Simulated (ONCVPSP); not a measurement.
PBE ONCV dataset for Sm, scalar-relativistic all-electron reference.

* Element: samarium
* Generator: ONCVPSP 4.0.1
* Type: optimised norm-conserving Vanderbilt (ONCV)
* Functional: PBE
* Relativity: scalar-relativistic
* Frozen core: [Kr] 4d10
* Valence charge: 16
* Reference configuration: 4f6 5s2 5p6 6s1 (charge +1)
* Partial waves: 5s+6s: rc 2.25 bohr, ncon 3, nbas 7, qcut 6.3 1/bohr, 2 projectors; 5p: rc 1.55 bohr, ncon 4, nbas 8, qcut 5.4 1/bohr, 2 projectors, debl 0.8 Ha; d scattering state at 0.23 Ha: rc 2.45 bohr, ncon 4, nbas 8, qcut 4.2 1/bohr, 2 projectors, debl 2.8 Ha; 4f: rc 0.75 bohr, ncon 4, nbas 8, qcut 14 1/bohr, 2 projectors, debl 1.2 Ha
* Local potential: polynomial inside 0.60 bohr (lpopt 5, dvloc0 3 Ha)
* Core correction: polynomial model core, fcfact 0.2

In the p channel the program set the typed energies aside and used -1.080, 0.250 Ha. In the d channel the program set the typed energies aside and used 0.050, 2.850 Ha.

All-electron outer shells of the reference configuration (PBE, scalar-relativistic, ld1.x):

```
shell  level (eV)  outermost node (bohr)  outermost maximum (bohr)
   5s      -49.43                   0.69                      1.27
   5p      -29.37                   0.74                      1.43
   4f       -8.56                      –                      0.61
   6s       -8.42                   1.69                      3.44
```

(1) Estimate the cutoffs (Ha) at which the residual kinetic energy of the hardest occupied pseudo-wave falls to 1 and 0.1 mHa per electron.

(2) Does the potential have ghost states?

(3) Which valence shell sets the plane-wave cutoff?

Results:

(1) 483 Ha and 633 Ha.

(2) Ghosts flagged at negative energy: s at -884.0 eV, p at -363.7 eV; GHOST(+) flagged for d at 6.2 eV, s at 33.1 eV. A true bound ghost makes a file unfit for plane-wave use.

(3) 4f: 483 Ha for 1 mHa per electron, against 24 Ha for 5p.

Tests left out (the all-electron energies of this program are off by 10 to 40 meV for near-neutral 4f atoms).
